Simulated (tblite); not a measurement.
C₈H₁₇P.
Structure used (GFN2-xTB), in Å, numbered top down from 1:
```xyz
26
C8H17P angstrom
C      3.9658   -0.1192    0.0434
C      2.9414   -0.9006    0.3366
C      1.5674   -0.7234   -0.2033
P      0.3982   -0.2313    1.1832
C      1.0772    1.4743    1.4290
C     -1.1045    0.1978    0.1308
C     -2.0625    1.0622    0.9445
C     -1.7738   -1.0999   -0.3294
C     -2.9058   -0.8772   -1.3269
H      4.9440   -0.2753    0.4653
H      3.8692    0.7078   -0.6418
H      3.0644   -1.7236    1.0292
H      1.5468    0.0370   -0.9888
H      1.2090   -1.6732   -0.6084
H      0.5668    1.9589    2.2584
H      2.1320    1.3817    1.6827
H      0.9722    2.0766    0.5267
H     -0.7647    0.7617   -0.7485
H     -1.5761    1.9749    1.2799
H     -2.4105    0.5166    1.8198
H     -2.9271    1.3467    0.3490
H     -1.0247   -1.7430   -0.7980
H     -2.1569   -1.6285    0.5466
H     -2.5534   -0.3029   -2.1817
H     -3.7348   -0.3429   -0.8705
H     -3.2809   -1.8324   -1.6880
```

Calculated harmonic vibrations of the isolated species, GFN2-xTB (tblite), most abundant isotopes, no scaling. The method is semi-empirical: single wavenumbers can be off by several per cent or more. One conformer, not necessarily the lowest.

Harmonic wavenumbers (cm⁻¹): 29.8, 44.3, 61.8, 82.4, 129.3, 162.3, 181.9, 208.7, 217.5, 260.0, 270.8, 293.6, 317.1, 366.4, 408.9, 433.0, 585.9, 695.0, 717.1, 754.5, 801.2, 808.3, 870.9, 886.7, 893.3, 900.4, 955.3, 973.4, 1012.1, 1018.4, 1034.5, 1062.2, 1083.6, 1139.6, 1156.5, 1167.9, 1186.5, 1215.3, 1256.2, 1289.6, 1300.9, 1315.2, 1346.2, 1407.7, 1409.2, 1414.8, 1430.9, 1445.4, 1461.7, 1484.7, 1495.7, 1501.0, 1505.3, 1518.3, 1708.2, 2871.5, 2935.6, 2944.9, 2960.9, 2976.4, 2979.0, 3009.0, 3018.9, 3021.9, 3024.7, 3025.7, 3031.3, 3041.6, 3045.7, 3053.4, 3094.2, 3123.3.

A = 2364, B = 718.1, C = 604.7 MHz; mass 144.107 u (most abundant isotopes); point group C1, symmetry number 1.

What is the zero-point energy?

½Σν̃ = 49918 cm⁻¹ = 142.72 kcal/mol.

Give the ideal-gas entropy at 298.15 K and 1 bar in the rigid-rotor, harmonic-oscillator model (classical rotation).

Translation 40.83, rotation 30.13, vibration 43.32: S = 114.3 cal/(mol K).

And Cp and H(298.15 K) − H(0)?

Cp = 48.49 cal/(mol K), of which vibrations give 40.54 (their classical limit is 72 R = 143.1); H(298.15 K) − H(0) = 8.82 kcal/mol without the zero-point energy, 6.45 from vibrations.

How do the functions run with temperature in this model?

```csv
T (K),S (cal/(mol K)),Cp (cal/(mol K)),H − H(0) (kcal/mol),G − H(0) (kcal/mol),ln q(vib)
50,63.0,16.3,0.59,-2.56,1.21
100,76.8,24.3,1.61,-6.07,3.22
373.15,126.2,58.2,12.82,-34.27,13.61
500,145.4,73.0,21.17,-51.51,18.07
750,179.4,94.7,42.32,-92.21,26.47
1000,208.7,109.4,67.93,-140.81,34.31
```

q(vib) and H(0) count from the zero-point level.

Blend soft modes into free rotors: weight 1/[1 + (100 cm⁻¹/ν̃)⁴] for the oscillator and the rest for a rotor with moment μB/(μ + B), μ = h/(8π²ν), B = 10⁻⁴⁴ kg m². What vibrational entropy results?

38.65 cal/(mol K) in place of 43.32, which changes −T·S at 298.15 K by +1.39 kcal/mol.

Which modes carry the vibrational entropy at 298.15 K?

29.8 cm⁻¹: 5.84; 44.3 cm⁻¹: 5.06; 61.8 cm⁻¹: 4.40; 82.4 cm⁻¹: 3.83; 129.3 cm⁻¹: 2.96; 162.3 cm⁻¹: 2.52 cal/(mol K); the other 66 give 18.70 together.

What must be added to the electronic energy to get the Gibbs energy at 298.15 K and 1 bar?

ZPE + [H(298.15 K) − H(0)] − T·S = 142.72 + 8.82 − 34.07 = 117.47 kcal/mol.

Hindered rotation and anharmonicity are outside this model. Other conformers, if any are populated, would add a mixing term that is left out. The structure is chiral; the term R ln 2 for an equal mix with its mirror image is left out.
